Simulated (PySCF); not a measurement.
C4H3S, doublet (typed; the unrestricted solution is spin-contaminated), at a GFN2-xTB geometry; CCSD(T)/STO-3G (PySCF).

PySCF was given this input:
```python
from pyscf import gto, scf, cc

mol = gto.Mole()
mol.atom = '''
    S    -0.00426082    0.01335767    1.14805323
    C     0.01929047    1.29020021   -0.06753540
    C    -0.01728820   -1.19482996   -0.08588622
    C     0.01570540    0.73094110   -1.26843948
    C    -0.00465609   -0.66848623   -1.33994694
    H     0.03310944    2.31060780    0.24930890
    H    -0.03364272   -2.22856990    0.19962805
    H    -0.00960313   -1.24271139   -2.24694036
'''
mol.basis = 'sto-3g'
mol.spin = 1
mol.verbose = 4
mol.build()

mf = scf.UHF(mol)
mf.kernel()

mycc = cc.CCSD(mf)
mycc.kernel()
et = mycc.ccsd_t()
print('E(CCSD(T)) = %.10f' % (mycc.e_tot + et))
```

**Question.** Write the output that PySCF gives for this input, abridged.

**Answer.** 
```
PySCF version 2.14.0

[INPUT] verbose = 4
[INPUT] num. atoms = 8
[INPUT] num. electrons = 43
[INPUT] charge = 0
[INPUT] spin (= nelec alpha-beta = 2S) = 1
[INPUT] symmetry False subgroup None
[INPUT] Mole.unit = angstrom
[INPUT] Symbol           X                Y                Z      unit          X                Y                Z       unit  Magmom
[...]
nuclear repulsion = 193.341940621933
number of shells = 20
number of NR pGTOs = 96
number of NR cGTOs = 32
basis = sto-3g
ecp = {}

******** <class 'pyscf.scf.uhf.UHF'> ********
method = UHF
initial guess = minao
damping factor = 0
level_shift factor = 0
DIIS = <class 'pyscf.scf.diis.CDIIS'>
diis_start_cycle = 1
diis_space = 8
diis_damp = 0
SCF conv_tol = 1e-09
SCF conv_tol_grad = None
SCF max_cycles = 50
direct_scf = True
direct_scf_tol = 1e-13
number electrons alpha = 22  beta = 21
Set gradient conv threshold to 3.16228e-05
init E= -545.724650925169

cycle= 1 E= -544.370082025885  delta_E= 1.35  |g|= 0.217  |ddm|= 2.96
cycle= 2 E= -544.420055242847  delta_E= -0.05  |g|= 0.0837  |ddm|= 0.445
cycle= 3 E= -544.427934391092  delta_E= -0.00788  |g|= 0.0383  |ddm|= 0.177
cycle= 4 E= -544.43031661915  delta_E= -0.00238  |g|= 0.0198  |ddm|= 0.0873
cycle= 5 E= -544.431426809741  delta_E= -0.00111  |g|= 0.0175  |ddm|= 0.0528
cycle= 6 E= -544.432570811885  delta_E= -0.00114  |g|= 0.0172  |ddm|= 0.0552
cycle= 7 E= -544.432379607768  delta_E= 0.000191  |g|= 0.0171  |ddm|= 0.00917
cycle= 8 E= -544.429781075595  delta_E= 0.0026  |g|= 0.0144  |ddm|= 0.144
cycle= 9 E= -544.428336213801  delta_E= 0.00144  |g|= 0.0104  |ddm|= 0.159
cycle= 10 E= -544.427902031093  delta_E= 0.000434  |g|= 0.00702  |ddm|= 0.115
cycle= 11 E= -544.427128606792  delta_E= 0.000773  |g|= 0.00503  |ddm|= 0.205
cycle= 12 E= -544.426700932235  delta_E= 0.000428  |g|= 0.00601  |ddm|= 0.106
cycle= 13 E= -544.426638362774  delta_E= 6.26e-05  |g|= 0.00576  |ddm|= 0.0249
cycle= 14 E= -544.426611696011  delta_E= 2.67e-05  |g|= 0.00567  |ddm|= 0.0063
cycle= 15 E= -544.426238259513  delta_E= 0.000373  |g|= 0.00701  |ddm|= 0.0746
cycle= 16 E= -544.428311108355  delta_E= -0.00207  |g|= 0.00643  |ddm|= 0.436
cycle= 17 E= -544.427834735599  delta_E= 0.000476  |g|= 0.00503  |ddm|= 0.0793
cycle= 18 E= -544.42708696184  delta_E= 0.000748  |g|= 0.00354  |ddm|= 0.175
cycle= 19 E= -544.426231771705  delta_E= 0.000855  |g|= 0.00544  |ddm|= 0.199
cycle= 20 E= -544.426584696846  delta_E= -0.000353  |g|= 0.00414  |ddm|= 0.0678
[...]
cycle= 50 E= -544.426166911421  delta_E= -5.9e-05  |g|= 0.0054  |ddm|= 0.00917
SCF not converged.
SCF energy = -544.426166911421 after 50 cycles  <S^2> = 1.0911682  2S+1 = 2.3161764

******** <class 'pyscf.cc.uccsd.UCCSD'> ********
CC2 = 0
CCSD nocc = (np.int64(22), np.int64(21)), nmo = (32, 32)
max_cycle = 50
direct = 0
conv_tol = 1e-07
conv_tol_normt = 1e-06
diis_space = 6
diis_start_cycle = 0
diis_start_energy_diff = 1e+09
Init t2, MP2 energy = -0.228149412585456
Init E_corr(UCCSD) = -0.228196544698074
cycle = 1  E_corr(UCCSD) = -0.262069889794044  dE = -0.0338733451  norm(t1,t2) = 0.125253
cycle = 2  E_corr(UCCSD) = -0.27896506480545  dE = -0.016895175  norm(t1,t2) = 0.0757457
cycle = 3  E_corr(UCCSD) = -0.303931742790014  dE = -0.024966678  norm(t1,t2) = 0.0565271
cycle = 4  E_corr(UCCSD) = -0.30664743983056  dE = -0.00271569704  norm(t1,t2) = 0.0225053
cycle = 5  E_corr(UCCSD) = -0.306943301503138  dE = -0.000295861673  norm(t1,t2) = 0.0126989
cycle = 6  E_corr(UCCSD) = -0.307875585631346  dE = -0.000932284128  norm(t1,t2) = 0.00448266
cycle = 7  E_corr(UCCSD) = -0.307675988518244  dE = 0.000199597113  norm(t1,t2) = 0.00180033
cycle = 8  E_corr(UCCSD) = -0.307742091672881  dE = -6.61031546e-05  norm(t1,t2) = 0.000971693
cycle = 9  E_corr(UCCSD) = -0.307737610505926  dE = 4.48116695e-06  norm(t1,t2) = 0.000577578
cycle = 10  E_corr(UCCSD) = -0.307751532816611  dE = -1.39223107e-05  norm(t1,t2) = 0.000295033
cycle = 11  E_corr(UCCSD) = -0.307741468633698  dE = 1.00641829e-05  norm(t1,t2) = 0.000166788
cycle = 12  E_corr(UCCSD) = -0.307736787613766  dE = 4.68101993e-06  norm(t1,t2) = 6.90529e-05
cycle = 13  E_corr(UCCSD) = -0.307734548211095  dE = 2.23940267e-06  norm(t1,t2) = 3.82049e-05
cycle = 14  E_corr(UCCSD) = -0.30773442798117  dE = 1.20229925e-07  norm(t1,t2) = 2.36409e-05
cycle = 15  E_corr(UCCSD) = -0.307734896716313  dE = -4.68735143e-07  norm(t1,t2) = 1.18561e-05
cycle = 16  E_corr(UCCSD) = -0.307734960537893  dE = -6.38215794e-08  norm(t1,t2) = 5.14864e-06
cycle = 17  E_corr(UCCSD) = -0.307734877777777  dE = 8.27601154e-08  norm(t1,t2) = 2.92317e-06
cycle = 18  E_corr(UCCSD) = -0.307734788824323  dE = 8.89534541e-08  norm(t1,t2) = 1.46804e-06
cycle = 19  E_corr(UCCSD) = -0.307734765783402  dE = 2.30409213e-08  norm(t1,t2) = 8.04492e-07
UCCSD converged
E(UCCSD) = -544.7339016772044  E_corr = -0.3077347657834019
UCCSD(T) correction = -0.00791189087624742
E(CCSD(T)) = -544.7418135681
```

The run did not converge; its last values are not results.
